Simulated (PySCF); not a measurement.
This script is equivalent to a calculation on N²⁺ (nitrogen, charge +2).

```python
from pyscf import gto, scf, dft, mp, cc
import basis_set_exchange as bse
mol = gto.M(atom="N 0 0 0", charge=2, spin=1, symmetry="D2h",
            basis=gto.basis.parse(bse.get_basis("x2c-TZVPall", elements=["N"], fmt="nwchem", header=False)),
            nucmod="G")
mf = dft.UKS(mol, xc="MN15").sfx2c1e()
mf.irrep_nelec = {'Ag': (2, 2), 'B2u': (1, 0)}
mf.kernel()
```

Problem. What total energy does it give?

Solution. -52.959 hartree (calculated).

Problem. Which occupied shell lies highest, and where?

Solution. 2p α, at -41.765 eV.

Problem. What is ⟨S²⟩, and what would a pure spin state give?

Solution. 0.751, against 0.75.
